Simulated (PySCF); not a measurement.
PBE on W⁻ (tungsten, charge -1), [Xe] 4f14 5d5 6s2, high-spin 6S determinant. Calculation: PySCF 2.14, in aug-cc-pVTZ-PP with one added diffuse shell each of s, p, d, f, g type with ECP60MDF (7s7p6d4f3g, 113 functions); a scalar-relativistic core potential.

```
cycle= 1 E= -67.3317670915513  delta_E= 0.00521  |g|= 0.0333  |ddm|= 5.43
cycle= 2 E= -67.3315210881883  delta_E= 0.000246  |g|= 0.0504  |ddm|= 0.301
cycle= 3 E= -67.3329888976029  delta_E= -0.00147  |g|= 0.00538  |ddm|= 0.266
cycle= 4 E= -67.333014893549  delta_E= -2.6e-05  |g|= 0.000323  |ddm|= 0.208
cycle= 5 E= -67.333015499998  delta_E= -6.06e-07  |g|= 5.55e-05  |ddm|= 0.0558
cycle= 6 E= -67.3330155372334  delta_E= -3.72e-08  |g|= 1.12e-05  |ddm|= 0.0179
cycle= 7 E= -67.3330155379345  delta_E= -7.01e-10  |g|= 2.09e-06  |ddm|= 0.00267
converged SCF energy = -67.3330155379345  <S^2> = 9.7442583  2S+1 = 6.3227394
```

Highest occupied orbital energy: 0.674 eV; ⟨L²⟩ = 0.00; populations by l: s 4.00, p 6.00, d 5.00, f 0.00.

Can this result be used?

With care. Self-consistency was reached. Energies and moments cover only the electrons outside the core potential. Spin-orbit coupling, which splits the p, d and f shells strongly at this Z, is absent. ⟨S²⟩ = 9.74 against 8.75 shows spin contamination. At PBE the highest occupied level has a positive energy, so only the finite basis holds that electron; in a semilocal or global hybrid functional this comes from self-interaction and does not mean that the real anion is unbound.
